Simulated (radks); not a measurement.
Mo12+, configuration [Ar] 3d10 4s2 (the NIST ground configuration). All-electron calculation, scalar-relativistic Kohn-Sham, LDA (Slater exchange, Perdew-Zunger correlation), spin-unpolarised, spherical densities, finite nucleus; Fermi nuclear charge, rms radius 4.4091 fm. Program: a radial shooting solver on a logarithmic mesh with Libxc functionals.

Local quantities along the radius. ELF = 1/(1 + alpha^2) is the electron localisation function; alpha = (tau - tau_W)/tau_unif compares the Pauli kinetic energy density with that of the uniform gas; r v_xc is r times the local exchange-correlation potential (hartree bohr); s = |grad rho|/(2 (3 pi^2)^(1/3) rho^(4/3)) is the reduced gradient; 4 pi r^2 rho is in e/bohr. tau is taken from the large components.

r (bohr),ELF,alpha,r v_xc,s,4 pi r^2 rho
0.001362,1.000,0.02110,-0.05336,0.6308,1.448
0.001745,1.000,0.02121,-0.06712,0.5786,2.248
0.002236,1.000,0.02176,-0.08418,0.5400,3.458
0.002865,0.999,0.02286,-0.1051,0.5129,5.259
0.003672,0.999,0.02469,-0.1307,0.4955,7.880
0.004705,0.999,0.02755,-0.1615,0.4871,11.58
0.006029,0.999,0.03198,-0.1978,0.4872,16.62
0.007788,0.998,0.03926,-0.2414,0.4964,23.35
0.009981,0.997,0.05088,-0.2888,0.5152,31.17
0.01279,0.995,0.07103,-0.3398,0.5452,39.56
0.01639,0.988,0.1086,-0.3915,0.5884,47.16
0.021,0.967,0.1844,-0.4400,0.6453,52.08
0.02691,0.892,0.3488,-0.4805,0.7086,52.78
0.03449,0.670,0.7010,-0.5115,0.7447,49.46
0.04455,0.379,1.280,-0.5418,0.6659,45.23
0.05709,0.310,1.491,-0.5913,0.4479,45.67
0.07316,0.482,1.036,-0.6768,0.2937,53.20
0.09375,0.711,0.6375,-0.7785,0.3180,62.94
0.1201,0.770,0.5467,-0.8546,0.4394,64.53
0.154,0.600,0.8168,-0.8778,0.5647,54.00
0.1973,0.309,1.496,-0.8822,0.4946,42.18
0.2548,0.387,1.259,-0.9662,0.2388,42.43
0.3266,0.689,0.6714,-1.102,0.2646,48.69
0.4185,0.782,0.5284,-1.159,0.4581,43.57
0.5363,0.660,0.7183,-1.076,0.7476,26.37
0.6872,0.302,1.520,-0.9024,1.056,11.52
0.8806,0.201,1.992,-0.7655,1.091,5.147
1.128,0.568,0.8713,-0.6690,1.476,2.483
1.458,0.904,0.3256,-0.5026,3.157,0.7092
1.868,0.962,0.1991,-0.2958,8.536,0.08830
2.394,0.952,0.2244,-0.1260,31.73,0.003656

On this mesh the ELF has minima near r = 0.057, 0.22, 0.78 bohr, which separate the shells, and maxima near 0.12 (0.77), 0.42 (0.78), 2.1 (0.96).
